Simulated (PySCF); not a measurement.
C2H9AlNP (SMILES C[N](C)[AlH][PH2]), singlet, geometry from GFN2-xTB (such geometries of metal compounds can be far from the true shape), with bond 9-5 at 2.4 times its length; CASSCF(6,5)/STO-3G run with PySCF.

Here is a job for PySCF.
```python
from pyscf import gto, scf, mcscf
import numpy

mol = gto.Mole()
mol.atom = '''
    Al   -0.76647673   -0.16139811   -0.42070201
    H    -1.73969703   -1.08081616   -1.19018432
    N     0.69614038   -1.01007832    0.18411822
    C     1.78925378   -0.37177343    0.89245800
    C     0.88856179   -2.43778880    0.01670475
    H     1.91654157   -0.79565790    1.89556277
    H     2.73650045   -0.48699665    0.35161467
    H     1.56939845    0.69500230    0.99110978
    H     3.06365563   -2.95438616   -1.37089487
    H     0.97207319   -2.94567538    0.98470326
    H     0.02562860   -2.83924392   -0.51870300
    P    -1.06407806    2.10837430   -0.07696124
    H    -2.14194392    2.14591050   -0.96619079
    H    -0.14785989    2.36099748   -1.10670999
'''
mol.basis = 'sto-3g'
mol.verbose = 4
mol.build()

mf = scf.RHF(mol)
mf.kernel()
mc = mcscf.CASSCF(mf, 5, 6)
mc.fix_spin_(ss=0.0)
mc.conv_tol = 1e-5
mc.kernel()
occ = numpy.linalg.eigvalsh(mc.fcisolver.make_rdm1(mc.ci, mc.ncas, mc.nelecas))[::-1]
ss = mc.fcisolver.spin_square(mc.ci, mc.ncas, mc.nelecas)[0]
print('natural occupations', occ.round(4), ' <S^2>', round(ss, 4))
```

### Question
Write the output that PySCF gives for this input, abridged.

### Answer

```
PySCF version 2.14.0

[INPUT] verbose = 4
[INPUT] num. atoms = 14
[INPUT] num. electrons = 56
[INPUT] charge = 0
[INPUT] spin (= nelec alpha-beta = 2S) = 0
[INPUT] symmetry False subgroup None
[INPUT] Mole.unit = angstrom
[INPUT] Symbol           X                Y                Z      unit          X                Y                Z       unit  Magmom
[...]
nuclear repulsion = 266.307498255851
number of shells = 28
number of NR pGTOs = 126
number of NR cGTOs = 42
basis = sto-3g
ecp = {}

******** <class 'pyscf.scf.hf.RHF'> ********
method = RHF
initial guess = minao
damping factor = 0
level_shift factor = 0
DIIS = <class 'pyscf.scf.diis.CDIIS'>
diis_start_cycle = 1
diis_space = 8
diis_damp = 0
SCF conv_tol = 1e-09
SCF conv_tol_grad = None
SCF max_cycles = 50
direct_scf = True
direct_scf_tol = 1e-13
Set gradient conv threshold to 3.16228e-05
Initial guess from minao.
init E= -709.326103774973
[...]
cycle= 1 E= -709.323344245413  delta_E= 0.00276  |g|= 0.386  |ddm|= 4.27
[...]
cycle= 2 E= -709.359872334294  delta_E= -0.0365  |g|= 0.364  |ddm|= 1.53
[...]
cycle= 3 E= -709.424672937391  delta_E= -0.0648  |g|= 0.0741  |ddm|= 0.808
[...]
cycle= 4 E= -709.427877412466  delta_E= -0.0032  |g|= 0.028  |ddm|= 0.184
[...]
cycle= 5 E= -709.428217443103  delta_E= -0.00034  |g|= 0.00642  |ddm|= 0.0539
[...]
cycle= 6 E= -709.428254922122  delta_E= -3.75e-05  |g|= 0.00306  |ddm|= 0.0173
[...]
cycle= 7 E= -709.428262990332  delta_E= -8.07e-06  |g|= 0.000797  |ddm|= 0.00944
[...]
cycle= 8 E= -709.42826374373  delta_E= -7.53e-07  |g|= 0.000113  |ddm|= 0.00354
[...]
cycle= 9 E= -709.428263754124  delta_E= -1.04e-08  |g|= 3.72e-05  |ddm|= 0.000344
[...]
cycle= 10 E= -709.428263755143  delta_E= -1.02e-09  |g|= 5.71e-06  |ddm|= 0.000101
[...]
cycle= 11 E= -709.428263755177  delta_E= -3.44e-11  |g|= 1.92e-06  |ddm|= 1.65e-05
[...]
Extra cycle  E= -709.428263755178  delta_E= -1.25e-12  |g|= 9.8e-07  |ddm|= 4.53e-06
converged SCF energy = -709.428263755178

******** <class 'pyscf.mcscf.mc1step.CASSCF'> ********
CAS (3e+3e, 5o), ncore = 25, nvir = 12
max_cycle_macro = 50
max_cycle_micro = 4
conv_tol = 1e-05
conv_tol_grad = None
orbital rotation max_stepsize = 0.02
orbital rotation threshold for CI restart = 0.01
augmented hessian ah_max_cycle = 30
augmented hessian ah_conv_tol = 1e-12
augmented hessian ah_linear dependence = 1e-14
augmented hessian ah_level shift = 1e-08
augmented hessian ah_start_tol = 2.5
augmented hessian ah_start_cycle = 3
[...]
CASCI E = -709.588380542635  S^2 = 0.0000000
[...]
macro iter  13 ( 21 JK    4 micro), CASSCF E = -709.614164909968  dE = -4.86739505e-03  S^2 = 0.0000000
               |grad[o]|=0.0117  |grad[c]|=0.0139  |ddm|=0.022  |maxRot[o]|=0.187
macro iter  14 ( 21 JK    4 micro), CASSCF E = -709.618451913751  dE = -4.28700378e-03  S^2 = 0.0000000
               |grad[o]|=0.013  |grad[c]|=0.0109  |ddm|=0.0149  |maxRot[o]|=0.194
macro iter  15 ( 21 JK    4 micro), CASSCF E = -709.618532896046  dE = -8.09822958e-05  S^2 = 0.0000000
               |grad[o]|=0.00951  |grad[c]|=0.0136  |ddm|=0.00658  |maxRot[o]|=0.0471
macro iter  16 ( 21 JK    4 micro), CASSCF E = -709.618399559578  dE =  1.33336468e-04  S^2 = 0.0000000
               |grad[o]|=0.00598  |grad[c]|=0.0152  |ddm|=0.00526  |maxRot[o]|=0.0266
macro iter  17 ( 21 JK    4 micro), CASSCF E = -709.619188076298  dE = -7.88516719e-04  S^2 = 0.0000000
               |grad[o]|=0.00584  |grad[c]|=0.0156  |ddm|=0.0039  |maxRot[o]|=0.0477
macro iter  18 ( 11 JK    2 micro), CASSCF E = -709.619486195308  dE = -2.98119010e-04  S^2 = 0.0000000
               |grad[o]|=0.00388  |grad[c]|=0.00343  |ddm|=0.0011  |maxRot[o]|=0.037
macro iter  19 ( 20 JK    4 micro), CASSCF E = -709.619426393705  dE =  5.98016028e-05  S^2 = 0.0000000
               |grad[o]|=0.00259  |grad[c]|=0.00715  |ddm|=0.00233  |maxRot[o]|=0.0232
macro iter  20 ( 11 JK    2 micro), CASSCF E = -709.619658785118  dE = -2.32391413e-04  S^2 = 0.0000000
               |grad[o]|=0.0026  |grad[c]|=0.00422  |ddm|=0.00139  |maxRot[o]|=0.0355
macro iter  21 (  5 JK    1 micro), CASSCF E = -709.619747826860  dE = -8.90417427e-05  S^2 = 0.0000000
               |grad[o]|=0.00146  |grad[c]|=0.00282  |ddm|=0.00114  |maxRot[o]|=0.0283
macro iter  22 (  3 JK    1 micro), CASSCF E = -709.619758950876  dE = -1.11240156e-05  S^2 = 0.0000000
               |grad[o]|=0.000507  |grad[c]|=0.000762  |ddm|=0.000554  |maxRot[o]|=0.0137
macro iter  23 (  1 JK    1 micro), CASSCF E = -709.619758951416  dE = -5.39671419e-10  S^2 = 0.0000000
               |grad[o]|=0.000115  |grad[c]|=2.67e-05  |ddm|=2.17e-05  |maxRot[o]|=    0
1-step CASSCF converged in  23 macro (408 JK  79 micro) steps
CASSCF canonicalization
Density matrix diagonal elements [1.95148058 1.9849978  1.33927328 0.69509097 0.02915737]
CASSCF energy = -709.619758951416
CASCI E = -709.619758951416  E(CI) = -8.31862731608442  S^2 = 0.0000000
natural occupations [1.9909 1.9769 1.3167 0.6913 0.0243]  <S^2> 0.0
```
